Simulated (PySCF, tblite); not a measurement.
C2H12B3NO.
Atom-mapped SMILES: `[CH3:1][BH:2][BH:3][CH2:4][O:5][BH2-:6][NH3+:7]` (hydrogens: H8, H9, H10 on C1; H11 on B2; H12 on B3; H13, H14 on C4; H15, H16 on B6; H17, H18, H19 on N7)

Jobs on this species (19 atoms, 54 electrons) with PySCF (density fitting) and tblite. Hardware of each: an Arm Neoverse V1 with one thread, shared host. The host was shared with other jobs, so the times are rough.

Question: Rank these jobs by wall time, shortest first.
A. GFN2-xTB; L-BFGS relaxation
B. PBE0/pcSseg-1; shieldings, charges and field gradients, density and orbital grids written; 179 basis functions
C. GFN2-xTB; Hessian by finite differences

Answer: C (0.55 s), A (1.3 s), B (36 s).

All jobs:

```csv
level and settings,work,basis functions,SCF cycles,wall time
GFN2-xTB,Hessian by finite differences,–,–,0.55 s
GFN2-xTB,L-BFGS relaxation,–,–,1.3 s
PBE0/pcSseg-1,"shieldings, charges and field gradients, density and orbital grids written",179,14,36 s
wB97X-D/def2-SVPD,"8 singlets by full TDDFT, 3 Tamm–Dancoff triplets, polarisability",239,14,57 s
```

Question: What do all jobs in the table cost together?

Answer: About 95 s; the longest takes about 60 % of that, and about 100 times as long as the shortest.
